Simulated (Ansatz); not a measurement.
Molecule (SMILES): O=[SiH] (O-SiH), doublet.
Atoms: Si1, O2, H3. Bonds: Si1-O2, Si1-H3.

Basis-set convergence of the optimised Si1-H3 bond length at B3LYP with Ansatz (an electronic-structure program). Cartesian d functions, on some or all atoms, in 6-31+G*, 6-311+G**; all else is spherical. The program fits the integrals of some runs and decomposes those of others, by size. Open shells are unrestricted. No added dispersion term, no relativity. Reference: the value in aug-pcseg-3, 1.5262 Å, itself unsure by roughly 0.0005 Å (its mean distance from aug-cc-pV(Q+d)Z, def2-QZVPPD, pcseg-3). Deviations are taken from unrounded values.

```json
[
 {"basis": "def2-SV(P)", "functions": "34", "optimised Si1-H3 bond length (Å)": "1.5447", "minus reference (Å)": "0.0185"},
 {"basis": "def2-SVP", "functions": "37", "optimised Si1-H3 bond length (Å)": "1.5393", "minus reference (Å)": "0.0130"},
 {"basis": "6-31+G*", "functions": "44", "optimised Si1-H3 bond length (Å)": "1.5336", "minus reference (Å)": "0.0073"},
 {"basis": "6-311+G**", "functions": "59", "optimised Si1-H3 bond length (Å)": "1.5309", "minus reference (Å)": "0.0047"},
 {"basis": "aug-cc-pV(D+d)Z", "functions": "64", "optimised Si1-H3 bond length (Å)": "1.5362", "minus reference (Å)": "0.0100"},
 {"basis": "6-311++G(2d,2p)", "functions": "72", "optimised Si1-H3 bond length (Å)": "1.5269", "minus reference (Å)": "0.0007"},
 {"basis": "def2-TZVP", "functions": "74", "optimised Si1-H3 bond length (Å)": "1.5279", "minus reference (Å)": "0.0017"},
 {"basis": "def2-TZVPP", "functions": "87", "optimised Si1-H3 bond length (Å)": "1.5274", "minus reference (Å)": "0.0012"},
 {"basis": "jun-cc-pV(T+d)Z", "functions": "101", "optimised Si1-H3 bond length (Å)": "1.5269", "minus reference (Å)": "0.0007"},
 {"basis": "6-311++G(3df,3pd)", "functions": "104", "optimised Si1-H3 bond length (Å)": "1.5265", "minus reference (Å)": "0.0002"},
 {"basis": "aug-cc-pV(T+d)Z", "functions": "124", "optimised Si1-H3 bond length (Å)": "1.5269", "minus reference (Å)": "0.0007"},
 {"basis": "def2-QZVPP", "functions": "157", "optimised Si1-H3 bond length (Å)": "1.5264", "minus reference (Å)": "0.0002"},
 {"basis": "aug-cc-pV(Q+d)Z", "functions": "215", "optimised Si1-H3 bond length (Å)": "1.5248", "minus reference (Å)": "-0.0014"}
]
```

The smallest set listed that lies within 0.003 Å of the reference with all its larger relatives (same family, alike in diffuse functions; a set with none counts only in the reference's own line) is 6-311++G(2d,2p) (72 functions, 0.0007 Å off).
